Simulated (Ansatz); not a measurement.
Job for Ansatz (a quantum-chemistry and plane-wave program): U-PBE0/def2-TZVPP on BeBr, 2S+1 = 4, a spin state set in the input, which need not be the lowest.

Ansatz 0.2 input:
```yaml
crystal:
  periodic: [false, false, false]
  atoms:
    - {symbol: Be, position_ang: [0.00000000, 0.00000000, 0.00000000]}
    - {symbol: Br, position_ang: [0.00000000, 0.00000000, 2.05200000]}
basis:
  gaussian:
    orbitals: def2-TZVPP
hamiltonian:
  xc: {name: PBE0}
magnetization: {spin_polarized: true, initial_magnetization: 3}
relax: {f_tol: 0.002, max_steps: 120}
```

It printed:

```
WARN ansatz: RAYON_NUM_THREADS=1 ignored (pool sized by the plan → 1); use --threads N
Functional definition: PBE0
integrals: 0.02 GiB planned
516 factors; integrals over basis functions are off by at most 3.1e-4 eV
mean field: 0.24 GiB planned
mean field evaluation 1: about -70432.1169 eV, gradient 9.3e0 eV
mean field evaluation 2: about -70432.5354 eV, gradient 8.1e0 eV
mean field evaluation 4: about -70432.7585 eV, gradient 3.3e-1 eV
mean field evaluation 8: about -70432.7925 eV, gradient 1.2e-2 eV
mean field evaluation 16: about -70432.7925 eV, gradient 6.4e-5 eV
mean field evaluation 32: about -70432.7495 eV, gradient 7.5e-1 eV
mean field -70433.01630296 eV, -2588.3656079205 hartree, gradient 6.6e-6 eV, S^2 3.753789; 5 other end points of the search recorded, 0 dependent functions left out
the calculation of the forces begins
reference -70433.01633135 eV, -2588.3656089640 hartree; 21, 18 occupied and 46, 49 virtual orbitals, 516 factors
relax step   1: F+E_penalty+E_count = -70433.01630296 eV  Δ(F+E_penalty+E_count) = +0.000e0 eV  max|allowed force component| = 2.092e0 eV/Å  Δτ_max = 0.0000 Å  (146 SCF iters, accepted)
these checks for a lower state are left out or cut short: starts, cluster_reference, orbital_swaps, neighbouring_geometries, increment
integrals: 0.02 GiB planned
516 factors; integrals over basis functions are off by at most 4.9e-4 eV
mean field: 0.24 GiB planned
mean field -70433.20409653 eV, -2588.3725092071 hartree, gradient 9.7e-6 eV, S^2 3.753695; 0 other end points of the search recorded, 0 dependent functions left out
the calculation of the forces begins
reference -70433.20412454 eV, -2588.3725102364 hartree; 21, 18 occupied and 46, 49 virtual orbitals, 516 factors
relax step   2: F+E_penalty+E_count = -70433.20409653 eV  Δ(F+E_penalty+E_count) = -1.878e-1 eV  max|allowed force component| = 9.789e-1 eV/Å  Δτ_max = 0.0632 Å  (36 SCF iters, accepted)
these checks for a lower state are left out or cut short: starts, cluster_reference, orbital_swaps, neighbouring_geometries, increment
integrals: 0.02 GiB planned
516 factors; integrals over basis functions are off by at most 7.0e-4 eV
mean field: 0.24 GiB planned
mean field evaluation 64: about -70433.2902 eV, gradient 1.2e-1 eV
mean field -70433.29042704 eV, -2588.3756817949 hartree, gradient 3.1e-6 eV, S^2 3.753617; 0 other end points of the search recorded, 0 dependent functions left out
the calculation of the forces begins
reference -70433.29045452 eV, -2588.3756828045 hartree; 21, 18 occupied and 46, 49 virtual orbitals, 516 factors
relax step   3: F+E_penalty+E_count = -70433.29042704 eV  Δ(F+E_penalty+E_count) = -8.633e-2 eV  max|allowed force component| = 2.460e-1 eV/Å  Δτ_max = 0.0755 Å  (48 SCF iters, accepted)
these checks for a lower state are left out or cut short: starts, cluster_reference, orbital_swaps, neighbouring_geometries, increment
integrals: 0.02 GiB planned
516 factors; integrals over basis functions are off by at most 8.2e-4 eV
mean field: 0.24 GiB planned
mean field -70433.30028416 eV, -2588.3760440372 hartree, gradient 9.1e-6 eV, S^2 3.753575; 0 other end points of the search recorded, 0 dependent functions left out
the calculation of the forces begins
reference -70433.30031135 eV, -2588.3760450364 hartree; 21, 18 occupied and 46, 49 virtual orbitals, 516 factors
relax step   4: F+E_penalty+E_count = -70433.30028416 eV  Δ(F+E_penalty+E_count) = -9.857e-3 eV  max|allowed force component| = 4.081e-2 eV/Å  Δτ_max = 0.0547 Å  (39 SCF iters, accepted)
these checks for a lower state are left out or cut short: starts, cluster_reference, orbital_swaps, neighbouring_geometries, increment
integrals: 0.02 GiB planned
516 factors; integrals over basis functions are off by at most 8.0e-4 eV
mean field: 0.24 GiB planned
mean field -70433.30068936 eV, -2588.3760589281 hartree, gradient 1.5e-5 eV, S^2 3.753582; 0 other end points of the search recorded, 0 dependent functions left out
the calculation of the forces begins
reference -70433.30071659 eV, -2588.3760599288 hartree; 21, 18 occupied and 46, 49 virtual orbitals, 516 factors
relax step   5: F+E_penalty+E_count = -70433.30068936 eV  Δ(F+E_penalty+E_count) = -4.052e-4 eV  max|allowed force component| = 1.684e-3 eV/Å  Δτ_max = 0.0102 Å  (44 SCF iters, accepted)
integrals: 0.02 GiB planned
516 factors; integrals over basis functions are off by at most 8.0e-4 eV
mean field: 0.24 GiB planned
mean field evaluation 96: about -70433.1683 eV, gradient 6.5e-2 eV
mean field -70433.30068936 eV, -2588.3760589281 hartree, gradient 1.5e-5 eV, S^2 3.753582; 4 other end points of the search recorded, 0 dependent functions left out
the calculation of the forces begins
reference -70433.30071659 eV, -2588.3760599288 hartree; 21, 18 occupied and 46, 49 virtual orbitals, 516 factors
Total energy: -70433.30071659 eV, -2588.3760599288 hartree
Atom 0 at     0.000000    -0.000000    -0.183179 Å, force     0.000000     0.000000    -0.001684 eV/Å
Atom 1 at    -0.000000     0.000000     2.235179 Å, force    -0.000000     0.000000     0.001684 eV/Å
Dipole moment:    -0.000000     0.000000     0.628631 e Å
```

The run converged.

Cost: roughly 10 core-seconds.
